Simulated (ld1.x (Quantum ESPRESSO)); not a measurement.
Sn: one change to a TM potential, before and after

tin (Sn), norm-conserving Troullier–Martins (Kleinman–Bylander form), made with ld1.x (Quantum ESPRESSO) 7.5 (BP86, fully relativistic). Core [Kr] 4d10, reference 5s2 5p0 (charge +2). Waves: 5p (bound, empty): rc 2.30 bohr; 5s (bound): rc 2.15 bohr. Local part: the s channel. Core correction: Bessel-smoothed model core, default radius (core density twice the valence density).

Open shells are filled in proportion to 2j + 1 (rel_dist='average').

Change: core correction Bessel-smoothed model core inside 2.62 bohr.

Cutoffs: the cutoffs (Ry, on a coarse ladder) from which the occupation-weighted sum of valence levels, in a spherical-Bessel basis at the reference potential, stays within 10 and 1 mRy of its value at 400 Ry; they do not see the model core or the augmentation charge, which bear on the density cutoff. Errors are all-electron minus pseudo energies relative to the spin-unpolarised reference configuration.

Problem. How do hardness, ghosts and transferability respond?

Solution. The potential gets neither clearly harder nor softer (21 Ry and 30 Ry → 21 Ry and 30 Ry); of the 7 tests that both files solve, the error grows in 0 and shrinks in 2 by more than 15 % and 0.3 meV (median size 35.2 → 34.6 meV); neither file shows a bound ghost. The default core radius of the base comes out at 1.82 bohr. A wider model core is smoother and lowers the density cutoff, which this test does not measure.

```tsv
quantity	base	changed
cutoff, loose	21 Ry	21 Ry
cutoff, tight	30 Ry	30 Ry
bound ghosts	none	none
error for 5s2 5p2, meV [ΔE -21.19 eV]	-46	-46
error for 5s2 5p1, meV [ΔE -14.14 eV]	-21	-20
error for 5s1 5p0, meV [ΔE 31.17 eV]	-115	-91
error for 5s2 5p2.3, meV [ΔE -22.08 eV]	-50	-50
error for 5s1 5p2, meV [ΔE -6.49 eV]	-9.5	-7.0
error for 5s2 5p1.5, meV [ΔE -18.49 eV]	-35	-35
error for 5s1 5p3, meV [ΔE -14.20 eV]	-21	-20
s: phases at 2.51 bohr within 0.05 rad from the reference energy up to (Ry; the scan ends near 5)	1.6	1.6
p1/2: phases at 2.51 bohr within 0.05 rad from the reference energy up to (Ry; the scan ends near 5)	3.1	3.1
p3/2: phases at 2.51 bohr within 0.05 rad from the reference energy up to (Ry; the scan ends near 5)	2.8	2.8
```
